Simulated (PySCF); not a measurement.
Correlation energy of Sr²¹⁺ (strontium, charge +21)

[Ne] 3s2 3p5, 2P determinant. All numbers are calculated (PySCF 2.14, no relativity, point nucleus, in an even-tempered Gaussian basis (17 s from 2.1 bohr⁻², ratio 2.5; 11 p from 2.7 bohr⁻², ratio 2.5; 5 d from 14 bohr⁻², ratio 2.7; 4 f from 21 bohr⁻², ratio 2.7)). Frozen: 1s2; 15 electrons correlated; the 18 highest virtual orbitals of each spin left out.

| level | correlation energy (mhartree) |
| --- | --- |
| CCSD | -588.97 |
| (T) | -2.33 |
| CCSD(T) | -591.30 |

Diagnostics: T1 = 0.0013, D1 = 0.0057, largest double amplitude 0.031.

A non-relativistic calculation at this Z misses sizeable relativistic shifts. Spin-orbit coupling, absent here, splits the open shell strongly.

Cost of the coupled-cluster step: of the order of 40 core-seconds, for 15 correlated electrons.

Iterations:

```
CC2 = 0
CCSD nocc = (np.int64(8), np.int64(7)), nmo = (84, 84)
frozen orbitals [[0, 85, 86, 87, 88, 89, 90, 91, 92, 93, 94, 95, 96, 97, 98, 99, 100, 101, 102], [0, 85, 86, 87, 88, 89, 90, 91, 92, 93, 94, 95, 96, 97, 98, 99, 100, 101, 102]]
max_cycle = 100
direct = 0
conv_tol = 1e-08
conv_tol_normt = 1e-06
diis_space = 8
diis_start_cycle = 0
Init t2, MP2 energy = -0.572715498129892
Init E_corr(UCCSD) = -0.572715498130026
cycle = 1  E_corr(UCCSD) = -0.585215744128269  dE = -0.012500246  norm(t1,t2) = 0.0129357
cycle = 2  E_corr(UCCSD) = -0.588186389888025  dE = -0.00297064576  norm(t1,t2) = 0.00315579
cycle = 3  E_corr(UCCSD) = -0.588984857111788  dE = -0.000798467224  norm(t1,t2) = 0.00086748
cycle = 4  E_corr(UCCSD) = -0.588970909356332  dE = 1.39477555e-05  norm(t1,t2) = 5.95896e-05
cycle = 5  E_corr(UCCSD) = -0.58896997234497  dE = 9.37011363e-07  norm(t1,t2) = 4.92783e-06
cycle = 6  E_corr(UCCSD) = -0.588970292673658  dE = -3.20328689e-07  norm(t1,t2) = 7.0856e-07
cycle = 7  E_corr(UCCSD) = -0.588970275919432  dE = 1.67542266e-08  norm(t1,t2) = 5.77468e-08
cycle = 8  E_corr(UCCSD) = -0.588970276142879  dE = -2.23447483e-10  norm(t1,t2) = 9.29893e-09
UCCSD converged
E(UCCSD) = -2869.430778355375  E_corr = -0.5889702761428791
UCCSD(T) correction = -0.00233163720994716
```

At this charge a non-relativistic calculation is a model, useful for the Z dependence of the correlation energy.
